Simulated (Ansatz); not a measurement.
Molecule: methoxy(trimethyl)germane, C4H12GeO, net charge 0, singlet state. 
Geometry from a B3LYP-D3(BJ)/def2-TZVP (Ansatz, a quantum-chemistry and plane-wave program) optimisation:
SMILES: C[O][Ge]([CH3])([CH3])[CH3]
```xyz
18

C      2.3296     0.6372     0.5167
O      1.2343    -0.1697     0.8895
Ge    -0.3011    -0.0907    -0.0566
C     -0.9934     1.7460     0.0299
C     -1.4543    -1.3726     0.8607
C      0.0821    -0.6112    -1.9121
H      3.1507     0.4409     1.2097
H      2.0947     1.7083     0.5675
H      2.6848     0.4151    -0.4979
H     -1.1152     2.0524     1.0689
H     -1.9628     1.8055    -0.4671
H     -0.3136     2.4413    -0.4628
H     -1.0004    -2.3630     0.8381
H     -2.4320    -1.4228     0.3802
H     -1.5885    -1.0740     1.9000
H      0.7518     0.1062    -2.3866
H     -0.8427    -0.6495    -2.4897
H      0.5493    -1.5956    -1.9366
```

Dipole moments at this geometry, in debye (magnitudes).

```csv
level,program,dipole (D)
PBE/def2-TZVPD,Ansatz,1.47
BLYP/def2-TZVPD,Ansatz,1.47
revPBE/def2-TZVPD,Ansatz,1.45
B97M-V/def2-TZVPD,Ansatz,1.49
B3LYP/def2-TZVPD,Ansatz,(withheld)
PBE0/def2-TZVPD,Ansatz,1.54
BHLYP/def2-TZVPD,Ansatz,1.60
r2SCANh/def2-TZVPD,Ansatz,1.53
r2SCAN0/def2-TZVPD,Ansatz,1.56
CAM-B3LYP/def2-TZVPD,Ansatz,1.58
LC-wPBE/def2-TZVPD,Ansatz,1.60
wB97X-V/def2-TZVPD,Ansatz,1.57
CCSD(T)/aug-cc-pVDZ,Ansatz,(withheld)
```

Q: Fill in the missing entries.

A: 
- B3LYP/def2-TZVPD, dipole (D): 1.53
- CCSD(T)/aug-cc-pVDZ, dipole (D): 1.50
